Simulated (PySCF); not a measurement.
Excitation energy of La²⁺ by level of theory

La²⁺ [Xe] 5d1 (2D) → La²⁺ [Xe] 4f1 (2F), as a difference of total energies. All numbers are calculated (PySCF 2.14, the spin-free X2C one-electron Hamiltonian (Gaussian nucleus), in x2c-TZVPPall with one added diffuse shell each of s, p, d type (12s8p8d3f1g, 106 functions)). The calculations carry no spin-orbit coupling.

```
 method  excitation energy (cm⁻¹)
    UHF                     41715
wB97M-V                     27425
 revPBE                     24653
  HSE06                     28253
```
